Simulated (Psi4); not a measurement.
Torsional profile of SMILES C([SiH2][SiH2]C#C)#N (C3H5NSi2). Scanned: dihedral C2–Si3–Si4–C5; all other coordinates were relaxed at B3LYP-D3(BJ)/def2-SVP. Points at φ and −φ are mirror images.

Geometry of the scan point at -150° (Å):
```
11

C     -3.1615    -0.3023     0.1857
C     -2.0758     0.1576    -0.1176
Si    -0.4058     0.7916    -0.5273
Si     1.1571    -0.6871     0.4406
C      2.6845     0.2931     0.8636
N      3.6113     0.9469     1.1135
H     -4.1243    -0.7006     0.4511
H     -0.2190     2.1479     0.0568
H     -0.2170     0.8475    -2.0032
H      0.6438    -1.2537     1.7163
H      1.5692    -1.7816    -0.4789
```

Level of theory: DF-MP2 (frozen core)/cc-pVTZ // B3LYP-D3(BJ)/def2-SVP run with Psi4 1.11.

Scanned values (°): -150, -120, -90, -60, -30, 0, 30, 60, 90, 120, 150, 180.

Describe the profile: where are the wells and the tops?

Lower than their neighbours: -60° (0.26 kJ/mol), 60° (0.26 kJ/mol), 180° (0.00 kJ/mol). Higher than their neighbours: -120° (5.06 kJ/mol), 0° (4.55 kJ/mol), 120° (5.06 kJ/mol). The whole profile spans 5.06 kJ/mol.
